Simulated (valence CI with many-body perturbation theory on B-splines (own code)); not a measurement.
## Zn XVIII: electric-dipole lines

Computed by configuration interaction combined with many-body perturbation theory (CI+MBPT): three valence electrons over a frozen Dirac-Fock core [Ne], radial functions for each j: 11 s, 11 p, 10 d, 8 f, 5 g, 2 h, with the one-electron correlation potential Σ1, the two-electron term Σ2, the three-electron term Σ3, Breit, model QED; selected CI, second order for the rest, scaled by the run's own slope (own B-spline code, finite nucleus).

No measured spectrum was set against this ion. As an estimate, levels of excited configurations hold to 0.05 to 0.15 % of their energy, terms of the ground configuration to about 0.5 %.

Lines 1 to 50 of 591 in falling wavelength, among levels below 2635700 cm⁻¹, chosen from the strongest by gf and those to the six lowest levels. Wavelengths and rates use the calculated energies, so an error of 400 cm⁻¹ moves a line at 672.5 Å by 0.27 % and its rate by three times that or more. Electric multipoles are in the length gauge, E1 and E2 with the static RPA response of the core. Weak lines are less certain than strong ones. Lines between different terms over intervals too small for the method are left out, as are lines whose strength nearly cancels. Where a level lies close to another of its J and parity, the split of strength between their lines is uncertain. The highest levels of a list are the least certain.

Names give the largest LS component (configuration and term), which can be under half, so a name can repeat, a term be missing and a line seem to break the LS rules; names also repeat where a configuration has a term twice. Letters in brackets count levels of one name in rising energy.

| λ vac (Å) | Upper | Lower | A (s⁻¹) | S (a.u.) with core polarisation | S without |
| --- | --- | --- | --- | --- | --- |
| 672.5 | 3s2.4p 2P°_1/2 | 3s2.4s 2S_1/2 | 2.02e+09 | 6.06e-01 | 6.08e-01 |
| 613.2 | 3s2.4p 2P°_3/2 | 3s2.4s 2S_1/2 | 2.63e+09 | 1.20e+00 | 1.20e+00 |
| 519.0 | 3s2.4d 2D_5/2 | 3s2.4p 2P°_3/2 | 4.84e+09 | 2.01e+00 | 2.01e+00 |
| 490.0 | 3s2.4d 2D_3/2 | 3s2.4p 2P°_1/2 | 4.66e+09 | 1.08e+00 | 1.08e+00 |
| 415.4 | 3p3 2D°_5/2 | 3s.3p2 2P_3/2 | 9.96e+08 | 2.11e-01 | 2.19e-01 |
| 391.1 | 3s.3p2 4P_1/2 | 3s2.3p 2P°_3/2 | 2.76e+07 | 1.63e-03 | 1.69e-03 |
| 384.0 | 3p2.3d 2G_7/2 | 3s.3p.3d 2F°_5/2 [b] | 1.43e+09 | 3.21e-01 | 3.32e-01 |
| 370.9 | 3p2.3d 2F_7/2 [a] | 3s.3p.3d 2F°_7/2 [a] | 9.53e+08 | 1.92e-01 | 1.99e-01 |
| 365.6 | 3s.3p2 4P_3/2 | 3s2.3p 2P°_3/2 | 2.21e+07 | 2.13e-03 | 2.21e-03 |
| 360.5 | 3p2.3d 2G_9/2 | 3s.3p.3d 2F°_7/2 [b] | 1.90e+09 | 4.39e-01 | 4.55e-01 |
| 348.1 | 3p2.3d 2F_5/2 [a] | 3s.3p.3d 2F°_5/2 [a] | 2.15e+09 | 2.68e-01 | 2.78e-01 |
| 342.5 | 3s.3p2 4P_5/2 | 3s2.3p 2P°_3/2 | 1.22e+08 | 1.46e-02 | 1.51e-02 |
| 341.4 | 3p.3d2 2G°_9/2 [a] | 3s.3d2 2G_9/2 | 1.34e+09 | 2.64e-01 | 2.73e-01 |
| 340.7 | 3p.3d2 2G°_9/2 [a] | 3s.3d2 2G_7/2 | 1.07e+09 | 2.10e-01 | 2.17e-01 |
| 338.7 | 3s.3p2 4P_1/2 | 3s2.3p 2P°_1/2 | 1.19e+08 | 4.58e-03 | 4.74e-03 |
| 328.2 | 3p.3d2 2G°_7/2 [a] | 3s.3d2 2G_7/2 | 1.54e+09 | 2.16e-01 | 2.23e-01 |
| 326.1 | 3p.3d2 4G°_5/2 | 3s.3d2 4F_3/2 | 4.05e+09 | 4.16e-01 | 4.30e-01 |
| 325.0 | 3p.3d2 4F°_9/2 | 3s.3d2 2G_7/2 | 1.51e+09 | 2.56e-01 | 2.64e-01 |
| 319.9 | 3p.3d2 4G°_7/2 | 3s.3d2 4F_7/2 | 1.33e+09 | 1.72e-01 | 1.78e-01 |
| 319.0 | 3p2.3d 2F_5/2 [a] | 3s.3p.3d 2D°_3/2 [a] | 1.93e+09 | 1.85e-01 | 1.91e-01 |
| 317.0 | 3p.3d2 4G°_7/2 | 3s.3d2 4F_5/2 | 4.35e+09 | 5.48e-01 | 5.67e-01 |
| 309.9 | 3p.3d2 4G°_9/2 | 3s.3d2 4F_9/2 | 1.27e+09 | 1.87e-01 | 1.93e-01 |
| 308.2 | 3p2.3d 2F_7/2 [a] | 3s.3p.3d 2D°_5/2 [a] | 1.28e+09 | 1.49e-01 | 1.54e-01 |
| 306.4 | 3p.3d2 4G°_9/2 | 3s.3d2 4F_7/2 | 5.24e+09 | 7.44e-01 | 7.70e-01 |
| 303.7 | 3p3 2P°_1/2 | 3s.3p2 2P_1/2 | 5.08e+09 | 1.41e-01 | 1.45e-01 |
| 302.9 | 3p3 2P°_3/2 | 3s.3p2 2P_3/2 | 4.12e+09 | 2.26e-01 | 2.34e-01 |
| 302.1 | 3p2.3d 2F_5/2 [b] | 3s.3p.3d 2D°_3/2 [b] | 2.51e+09 | 2.05e-01 | 2.12e-01 |
| 301.6 | 3p.3d2 2H°_9/2 | 3s.3d2 2G_7/2 | 6.80e+09 | 9.21e-01 | 9.51e-01 |
| 299.2 | 3p.3d2 2F°_5/2 [c] | 3s.3d2 2F_5/2 | 2.55e+09 | 2.02e-01 | 2.09e-01 |
| 295.1 | 3p2.3d 2D_5/2 [b] | 3s.3p.3d 2P°_3/2 [b] | 2.25e+09 | 1.71e-01 | 1.77e-01 |
| 295.0 | 3p.3d2 4D°_3/2 [a] | 3s.3d2 4P_3/2 | 2.90e+09 | 1.47e-01 | 1.52e-01 |
| 293.0 | 3p2.3d 2F_7/2 [b] | 3s.3p.3d 2D°_5/2 [b] | 3.48e+09 | 3.45e-01 | 3.57e-01 |
| 292.5 | 3p.3d2 4G°_11/2 | 3s.3d2 4F_9/2 | 7.68e+09 | 1.14e+00 | 1.18e+00 |
| 291.4 | 3p.3d2 2P°_3/2 [b] | 3s.3d2 2S_1/2 | 5.20e+09 | 2.54e-01 | 2.62e-01 |
| 290.6 | 3p2.3d 2G_9/2 | 3s.3p.3d 2F°_7/2 [a] | 5.70e+09 | 6.90e-01 | 7.13e-01 |
| 287.7 | 3p.3d2 2H°_11/2 | 3s.3d2 2G_9/2 | 1.24e+10 | 1.75e+00 | 1.80e+00 |
| 286.2 | 3p2.3d 4F_3/2 | 3s.3p.3d 4D°_1/2 | 3.76e+09 | 1.74e-01 | 1.80e-01 |
| 284.4 | 3p.3d2 4D°_5/2 [a] | 3s.3d2 4P_5/2 | 2.58e+09 | 1.76e-01 | 1.82e-01 |
| 283.5 | 3p.3d2 2P°_3/2 [a] | 3s.3d2 2D_5/2 | 5.13e+09 | 2.31e-01 | 2.39e-01 |
| 283.0 | 3p.3d2 4D°_5/2 [a] | 3s.3d2 4P_3/2 | 2.87e+09 | 1.93e-01 | 1.99e-01 |
| 282.2 | 3p3 2D°_3/2 | 3s.3p2 2D_3/2 | 2.33e+09 | 1.04e-01 | 1.07e-01 |
| 281.6 | 3p2.3d 2F_5/2 [b] | 3s.3p.3d 2F°_5/2 [b] | 2.56e+09 | 1.69e-01 | 1.75e-01 |
| 278.6 | 3s.3p2 2D_3/2 | 3s2.3p 2P°_3/2 | 1.08e+07 | 4.60e-04 | 4.78e-04 |
| 278.0 | 3p3 2D°_5/2 | 3s.3p2 2D_5/2 | 4.17e+09 | 2.65e-01 | 2.75e-01 |
| 277.7 | 3p2.3d 2F_5/2 [b] | 3s.3p.3d 2F°_7/2 [b] | 2.09e+09 | 1.32e-01 | 1.37e-01 |
| 277.3 | 3p.3d2 4D°_7/2 [a] | 3s.3d2 4P_5/2 | 4.40e+09 | 3.70e-01 | 3.83e-01 |
| 276.8 | 3p.3d2 4P°_3/2 | 3s.3d2 4P_5/2 | 5.18e+09 | 2.17e-01 | 2.24e-01 |
| 276.1 | 3p.3d2 2D°_5/2 [a] | 3s.3d2 2F_7/2 | 2.06e+09 | 1.28e-01 | 1.33e-01 |
| 276.1 | 3p2.3d 4F_5/2 | 3s.3p.3d 4D°_3/2 | 4.06e+09 | 2.53e-01 | 2.62e-01 |
| 276.0 | 3p2.3d 2G_7/2 | 3s.3p.3d 2F°_5/2 [a] | 6.61e+09 | 5.49e-01 | 5.67e-01 |
